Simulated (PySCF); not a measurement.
Hafnium: a sound run and one with changed settings

Sound run: Hf [Xe] 4f14 5d2 6s2, Hf⁺ [Xe] 4f14 5d1 6s2. Computed with PySCF 2.14 in def2-TZVP with the def2 core potential (60 electrons) (6s4p3d1f, 40 functions), with a scalar-relativistic core potential. In the sound run the correlated levels freeze 5s2 5p6 outside the core potential. The sound run starts from symmetry-adapted Hartree-Fock orbitals and uses a fine grid where one is needed.

A second run was set up differently.

```csv
species,method,sound run (hartree),changed run (hartree),converged
Hf,UHF,-47.36787,-47.36787,yes
Hf,B3LYP,-47.88108,-47.88108,yes
Hf,PBE0,-47.84254,-47.77018,no
Hf,MP2,-47.40972,-47.40288,yes
Hf⁺,UHF,n/a,-47.13710,no
Hf⁺,B3LYP,-47.63027,-47.62161,no
Hf⁺,PBE0,-47.59576,-47.58089,no
```

What was changed?
A. all electrons correlated in a valence basis
B. angular grid far too coarse
C. too few SCF iterations
D. level shift left on

D. It used initial guess 1e, at most 50 SCF cycles, level shift 0.1 hartree. A level shift leaves the converged SCF energy unchanged but raises the virtual orbital energies, which shrinks MP2 if it is not removed.
